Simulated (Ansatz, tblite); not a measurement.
Removing and adding an electron: B2(F)4 (B₂F₄). Charge 0, multiplicity 1. Geometry: r2SCAN-D4/def2-SVP. Ansatz, gas phase; energy differences of separate SCF runs; the oxidised species was run as a doublet alone; the reduced species was run as a doublet alone.

Cartesian coordinates in Å:
```
B 0.5775 -0.5228 -0.3636
F 1.0194 -0.3220 -1.5939
F 1.0668 -1.5702 0.2789
B -0.5766 0.5236 0.3637
F -1.8767 0.3131 0.2420
F -0.2104 1.5784 1.0728
```

The xTB rows come from tblite. HOMO above LUMO, or a gap near zero within one spin, warns that the state may not be the lowest or that an electron is smeared out.

```tsv
level	−HOMO (eV)	vertical IE (eV)	−LUMO (eV)	vertical EA (eV)	HOMO–LUMO gap (eV)	IE − EA (eV)	remarks
GFN2-xTB	12.64	16.45	7.73	3.52	4.91	12.93	–
r2SCAN-D4/def2-TZVP	8.75	12.37	1.59	–	7.17	–	–
r2SCAN-D4/def2-TZVPD	8.78	–	1.62	-0.82	7.16	–	HOMO above zero (-1 doublet)
PBE0-D4/def2-TZVP	10.08	12.76	0.94	–	9.14	–	–
```

Task: Estimate the rows for GFN1-xTB, PBE-D4/def2-TZVP, PBE-D4/def2-TZVPD, PBE0-D4/def2-TZVPD.

Result: 
```csv
level,−HOMO (eV),vertical IE (eV),−LUMO (eV),vertical EA (eV),HOMO–LUMO gap (eV),IE − EA (eV),remarks
GFN1-xTB,13.28,17.11,7.48,3.51,5.80,13.60,–
PBE-D4/def2-TZVP,8.37,12.13,1.94,–,6.42,–,–
PBE-D4/def2-TZVPD,8.41,–,2.00,-0.64,6.41,–,"HOMO above zero (-1 doublet), gap within one spin near zero (-1 doublet)"
PBE0-D4/def2-TZVPD,10.11,–,0.99,-0.75,9.13,–,HOMO above zero (-1 doublet)
```

   A HOMO above zero means that the electron is unbound at that level or that self-interaction error raises the level; the energy of removing that electron tells which. Raw xTB energy differences between charge states are shifted by several eV; the methods need an empirical correction for them. A negative affinity means that the extra electron isn't bound; its size then hangs on the basis.
